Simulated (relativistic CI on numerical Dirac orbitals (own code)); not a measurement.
**Cs³⁺: sensitivity of the levels to the model**

Base calculation: Dirac-Coulomb-Breit CI, separate exchange-only KLI orbitals for each configuration, model QED (radiative potential, 1s self-energy scaled to tabulated hydrogen-like ionisation energies), valence Slater integrals scaled by 0.85, P86 correlation energy added to each configuration.

Configuration list (outside the closed core [Kr] 4d10): 5s²5p⁴, 5s5p⁵, 5s²5p³5d, 5p⁶, 5s²5p³5f, 5s5p⁴5d, 5s²5p³6s, 5s²5p³5g, 5s²5p³4f, 5s²5p³6p, 5s5p⁴5f, 5s²5p³6d, 5s²5p³7s, 5s²5p²4f5d, 5s5p⁴5g, 5s²5p³7p, 5s²5p³7d, 5s²5p³8s, 5s²5p³6f, 5s²5p³8p, 5s5p⁴6s, 5s5p⁴6p, 5s5p⁴4f, 5p⁵5d, 5s²5p²5d5f, 5s5p³5d², 5s5p³6s², 5s²5p²5d², 5s²5p5d³, 5s²5p5d²5f, 5s5p²5d³, 5s²5p5d²6s, 5s²5p5d²5g, 5s²5p²4f², 5s²5p4f²5d, 5s²5p4f²5f, 5s5p²4f²5d, 5s²5p4f²6s, 5s²5p4f²5g. Double excitations out of closed p, d and f shells are left out; levels of such configurations are missing from the list, as are those of other unlisted configurations, and high levels can miss mixing partners. These lack a partner that the ground configuration has and come out too high: 5s²5p³4f, 5s²5p³6p, 5s5p⁴5f, 5s²5p³6d, 5s²5p³7s.

Variants: (1) self-excluded LDA correlation estimate; (2) Slater integrals left unscaled; (3) QED terms removed. Shifts of the energy above 5s²5p⁴ ³P2, in cm⁻¹, for the lowest level and the first level of each name with at least 55 % of one term (blank where a level changes its place among those of its configuration and J or its character, or is not in the variant):

```
        Level      Base    Δ(1)     Δ(2)    Δ(3)  Measured
   5s²5p⁴ ³P2       0.0     0.0      0.0     0.0       0.0
   5s²5p⁴ ³P0    9322.9    +1.8   +655.3    -5.1    9749.4
   5s²5p⁴ ³P1   12664.0    +0.4   -313.7   -23.2   12902.0
   5s²5p⁴ ¹D2   20537.9    -2.8   +985.6   -21.0   20754.0
   5s²5p⁴ ¹S0   41699.9    +5.8  +2445.9   -32.2   43279.4
   5s5p⁵ ³P°2  116018.1  +154.8  -4510.4  +240.8  114307.7
   5s5p⁵ ³P°1  122873.1  +144.4  -4332.7  +216.9  121242.5
   5s5p⁵ ³P°0  129245.3  +139.8  -4611.8  +196.5  128086.3
5s²5p³5d ⁵D°3  137100.6    +3.5  -2948.1    -4.3  135979.9
5s²5p³5d ⁵D°2  137323.8    +5.0  -2946.2    -1.1  136143.1
5s²5p³5d ⁵D°0  137849.6   +16.7  -3103.0   +15.5  136625.7
5s²5p³5d ⁵D°1  138095.3   +11.3  -3177.1    +4.8  136868.6
5s²5p³5d ⁵D°4  138164.1    +3.6  -3015.9    -8.8          
5s²5p³5d ³D°3  148772.4    +4.2  -2108.7   -14.7
```

Correlation outside the listed configurations is missing or only estimated: errors of thousands of cm⁻¹ between configurations and terms are usual at this charge. Rates and lifetimes follow the computed energies and can be off by large factors. The fine structure of a lone outer electron comes out too small, for d and f at times inverted, and misplaced configurations move strength between like terms. 36 of the 69 excited levels that our extract of the measured tables holds in this range could be paired (the sources list more); they are missed by 5619 cm⁻¹ on average and 10813 at most, and levels without a partner can miss by more.

Measured levels: measured levels as listed in Gamrath, thesis, University of Mons (2023).

Ionisation energy from the two ground configurations alone: base 44.41 eV; self-excluded LDA correlation estimate 44.62 eV; Slater integrals left unscaled 44.21 eV. The NIST ASD value (theoretical) is 43 eV. The gap of more than 2 % comes from missing correlation, or from a tabulated value that is itself an estimate.

LS names give the leading component of a level, which can be under half, so a name can repeat, a term be missing and a line seem to break the LS rules.
